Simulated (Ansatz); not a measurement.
Two isomers of H6NOSbSi: A = `N[SiH](O)[SbH2]`, B = `N[SiH2][SbH][OH]`.

Program: Ansatz. Geometries: PBE0-D4/def2-TZVP. ΔE: electronic, gas phase. CBS: MP2 limit from def2 TZ/QZ plus the TZ coupled-cluster correction, frozen cores. Functionals use def2-TZVPP. B3LYP here is the variant with VWN-RPA as its local correlation; programs differ in this. def2 core potentials past Kr. For Sb outer-core shells are correlated without core-valence functions, which leaves a few kJ/mol of doubt a bond. One conformer a species, not always the lowest.

Question: Which is lower in electronic energy at CCSD(T)/CBS, and by how much? (Best estimate.)

Answer: Ansatz gave: A, by 117.3 kJ/mol.

Question: Give E(B) − E(A) in kJ/mol with HF/def2-TZVPP, B2PLYP, MP2/def2-TZVPP, CCSD(T)/def2-TZVPP, ωB97M-V, PBE0-D4, B3LYP. (Estimate.)

Answer: The calculation gave: HF/def2-TZVPP 126.5, B2PLYP 117.9, MP2/def2-TZVPP 126.0, CCSD(T)/def2-TZVPP 123.5, ωB97M-V 122.1, PBE0-D4 119.7, B3LYP 113.9. None reverses the order clearly.

Largest T1 diagnostic: 0.014.

From PBE to PBE0 (25 % exact exchange), in def2-TZVPP and without D4, E(B) − E(A) moves by +9.1 kJ/mol.
